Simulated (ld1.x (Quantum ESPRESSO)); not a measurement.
**Cr (Z = 24), ultrasoft: configuration errors across variants**

| Property | Result |
| --- | --- |
| Element | Cr |
| Generator | ld1.x (Quantum ESPRESSO) 7.5 |
| Type | ultrasoft |
| Functional | LDA (PZ) |
| Relativity | scalar-relativistic |
| Frozen core | [Ne] 3s2 |
| Valence charge | 12 |
| Reference configuration | 3p6 3d5 4s0.75 4p0.25 |
| Partial waves | 4s (bound): rcut 2.35, rcutus 2.70 bohr; 4s channel at 1.05 Ry: rcut 2.35, rcutus 2.70 bohr; 3p (bound): rcut 1.35, rcutus 1.60 bohr; 4p (bound): rcut 1.35, rcutus 1.60 bohr; 3d (bound): rcut 1.55, rcutus 2.05 bohr; 3d channel at 0.25 Ry: rcut 1.55, rcutus 2.05 bohr |
| Local potential | all-electron potential smoothed inside 1.65 bohr (lloc = -1) |
| Core correction | a·sin(br)/r model core inside 1.30 bohr |
| Augmentation charge | PSQ, inside the norm-conserving radii |

All-electron excitation energies from the reference (eV): (1) 3p6 3d5 4s1 4p0 -0.783; (2) 3p6 3d5 4s0 4p0 6.358; (3) 3p6 3d4 4s0 4p0 22.701; (4) 3p6 3d4 4s2 4p0 -0.840; (5) 3p6 3d5 4s0.5 4p0 2.036; (6) 3p5 3d5 4s1 4p0 50.687; (7) 3p6 3d6 4s0 4p0 0.942; (8) 3p6 3d5 4s0.75 4p0.25 spin -4.862; (9) 3p6 3d5 4s1 4p0 spin -5.699.

Spin tests fill each open shell by Hund’s rule, majority spin first.

Errors AE − PS in meV (a dash: test not solved or not reliable):

```csv
change,(1),(2),(3),(4),(5),(6),(7),(8),(9),bound ghosts
base,0.0,-5.6,-0.5,-17,-0.7,-13,-4.0,+530,+527,none
core correction none,0.0,-4.7,+11,-13,-0.6,-6.6,-2.6,+883,+880,none
core correction a·sin(br)/r model core inside 0.66 bohr,-0.1,-5.7,-0.9,-18,-0.7,-17,-4.2,+170,+169,none
core correction a·sin(br)/r model core inside 0.82 bohr,-0.1,-5.7,-0.9,-18,-0.7,-16,-4.2,+234,+233,none
core correction a·sin(br)/r model core inside 1.00 bohr,-0.1,-5.7,-0.9,-18,-0.7,-16,-4.2,+314,+312,none
core correction a·sin(br)/r model core inside 1.16 bohr,0.0,-5.6,-0.7,-18,-0.7,-14,-4.1,+426,+423,none
core correction a·sin(br)/r model core inside 1.28 bohr,0.0,-5.6,-0.6,-17,-0.7,-13,-4.0,+506,+504,none
core correction a·sin(br)/r model core inside 1.46 bohr,0.0,-5.6,-0.1,-16,-0.7,-11,-3.8,+635,+632,none
core correction a·sin(br)/r model core inside 1.58 bohr,0.0,-5.5,+0.4,-16,-0.7,-10,-3.6,+698,+694,none
core correction a·sin(br)/r model core inside 1.88 bohr,0.0,-5.4,+2.4,-14,-0.7,-8.1,-3.0,+804,+800,none
```

(1) Give the same row for: core correction a·sin(br)/r model core inside 1.78 bohr.

Results:

(1) 0.0, -5.5, +1.6, -15, -0.7, -8.6, -3.3, +779, +775; bound ghosts: none.
